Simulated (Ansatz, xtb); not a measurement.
## Relative energy of two isomers of C5H7BN2

We compare X, `CC#CB(C#N)NC`, a singlet, with Y, `C=C[B@H-](C#N)[N+]#CC`, a singlet. Both are isolated molecules in the gas phase, relaxed with PBE0-D3(BJ)/def2-SVP; each stands in its lowest conformer found.

X (Å):

```xyz
15

C    -2.5336    2.9057    0.8042
C    -1.8885    1.8363    0.0673
C    -1.3475    0.9397   -0.5575
C    -0.6772   -0.0729   -2.9324
C     0.0444   -1.5647    0.6074
B    -0.6845   -0.1624   -1.3754
N    -0.6676   -0.0138   -4.0906
N    -0.0707   -1.2711   -0.7987
H    -3.0042    3.6308    0.1224
H    -3.3140    2.5085    1.4720
H    -1.8044    3.4476    1.4268
H     0.3473   -1.9603   -1.4142
H     1.0994   -1.6353    0.9197
H    -0.4494   -2.5170    0.8625
H    -0.4332   -0.7632    1.1858
```

Y (Å):

```xyz
15

C    -0.6486    1.3246   -2.1121
C    -0.1322    0.2976   -2.7920
C    -0.0964   -2.3648   -2.6149
C     0.5807   -0.8829    0.4772
C     0.5577   -0.8157    1.9198
B     0.6062   -1.0001   -2.2209
N    -0.6077   -3.3636   -2.9097
N     0.6033   -0.9502   -0.6685
H    -0.6254    1.3714   -1.0158
H    -1.1227    2.1771   -2.6094
H    -0.2023    0.3322   -3.8878
H     1.7911   -1.0374   -2.5298
H     0.0566   -1.7095    2.3190
H     0.0077    0.0803    2.2413
H     1.5853   -0.7714    2.3086
```

Estimate E(Y) − E(X) at the level CCSD(T)/def2-SVP + ΔMP2/def2-TZVPP.

Calculated at CCSD(T)/def2-SVP + ΔMP2/def2-TZVPP: E(Y) − E(X) = +19.1 kcal/mol, so structure X lies lower.

Level by level:

```csv
level,geometry,E(Y) − E(X) (kcal/mol),departure from the last row (kcal/mol),"job, with rough time for the two"
GFN2-xTB,GFN2-xTB,+20.5,+1.3,"optimisation, 0.31 s"
HF/STO-3G,GFN2-xTB,+40.7,+21.5,"single point, 0.32 s"
r2SCAN-D4/def2-SVP,GFN2-xTB,+24.5,+5.4,"single point, 3.5 s"
PBE0-D3(BJ)/def2-SVP,PBE0-D3(BJ)/def2-SVP,+22.6,+3.5,"optimisation, 33 s"
HF/def2-SVP,PBE0-D3(BJ)/def2-SVP,+23.9,+4.8,part of the CCSD(T) run
MP2/def2-SVP,PBE0-D3(BJ)/def2-SVP,+20.4,+1.3,part of the CCSD(T) run
CCSD(T)/def2-SVP,PBE0-D3(BJ)/def2-SVP,+19.1,0.0,single point
CCSD(T)/def2-SVP + ΔMP2/def2-TZVPP,PBE0-D3(BJ)/def2-SVP,+19.1,,"single point, 77 s"
```

As drawn, Y has 1 C=C, 1 C≡N, 1 B–H in place of 1 C≡C, 1 C–N, 1 N–H.

The levels shown agree on the order. The largest departure from CCSD(T)/def2-SVP + ΔMP2/def2-TZVPP is that of HF/STO-3G, 21.5 kcal/mol. A small imaginary or near-zero mode remains, so no thermal terms are given. The last row adds to CCSD(T) the change of the MP2 difference between the two basis sets, here 0.0 kcal/mol.

The correlated steps freeze 8 core orbitals. Programs: Ansatz 0.2.0, xtb 6.7.1; the last row on 4 threads of Arm Neoverse V2 on a shared host.
